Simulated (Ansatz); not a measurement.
Total energies of BGaGeH11InP2Si (`[SiH3][B](P)[Ga]([InH2])[GeH2][PH2]`).

```xyz
18

Si   -0.658    1.101    2.498
B    -1.102    0.213    0.760
P    -2.493   -0.971    0.758
Ga   -0.094    0.719   -0.949
In   -0.752    2.289   -2.918
Ge    2.072   -0.460   -0.888
P     1.761   -2.384    0.393
H    -0.707    2.587    2.393
H    -1.551    0.690    3.619
H     0.740    0.722    2.853
H    -2.311   -1.981   -0.210
H    -2.487   -1.724    1.950
H    -1.587    1.675   -4.308
H    -0.367    3.977   -2.920
H     2.698   -0.778   -2.264
H     3.098    0.401   -0.116
H     2.880   -3.097   -0.117
H     0.862   -2.978   -0.534
```

Charge 0, multiplicity 1. Correlated methods include outer-core shells of Ga, Ge, In, which these sets cover unevenly. Scalar relativity is left out up to krypton. In takes the def2 core potential. All single points use the PBE0-D4/def2-TZVP geometry. It is one conformer, not always the lowest. Basis def2-TZVPP, Ansatz.

RPA on PBE orbitals: Hartree–Fock energy of these orbitals -5189.19357 Eh, correlation -2.23052 Eh (frozen core).

| functional | kind | energy without D4 (Eh) | D4 term (kJ/mol) |
| --- | --- | --- | --- |
| LDA (SPW92) | LDA | -5185.12413 | – |
| PBE | GGA | -5194.54143 | -62.9 |
| BLYP | GGA | -5195.70430 | -128.0 |
| r2SCAN | meta-GGA | -5195.62985 | -16.6 |
| B97M-V | meta-GGA with VV10 | -5194.69291 | – |
| B3LYP | global hybrid, 20 % | -5195.90908 | -102.1 |
| r2SCANh | meta-GGA hybrid, 10 % | -5195.59114 | -18.4 |
| r2SCAN0 | meta-GGA hybrid, 25 % | -5195.53643 | -20.6 |
| HSE06 (plane-wave form) | screened hybrid | -5194.71216 | -53.8 |
| BHLYP | global hybrid, 50 % | -5195.51891 | -96.0 |
| CAM-B3LYP | range-separated hybrid | -5195.87567 | -59.8 |
| LC-ωPBE | long-range corrected hybrid | -5194.85376 | – |
| ωB97M-V | range-separated hybrid meta-GGA with VV10 | -5195.28950 | – |
| PBE-QIDH | double hybrid | -5193.60213 | – |

Problem. Give the same for revPBE, PBE0, ωB97X-V, B2PLYP. (Best estimate.)

Solution. The calculation gave: 
```csv
functional,kind,energy without D4 (Eh),D4 term (kJ/mol)
revPBE,GGA,-5195.22634,-140.3
PBE0,"global hybrid, 25 % exact exchange",-5194.73697,-56.0
ωB97X-V,range-separated hybrid GGA with VV10,-5195.12770,–
B2PLYP,double hybrid,-5194.31268,–
```

B3LYP takes the VWN-RPA correlation (the form of Gaussian; ORCA's B3LYP/G). HSE06 is the plane-wave form, built on full-range PBE exchange. The double hybrids freeze the cores in their second-order part.

LC-ωPBE has ω = 0.4 bohr⁻¹.
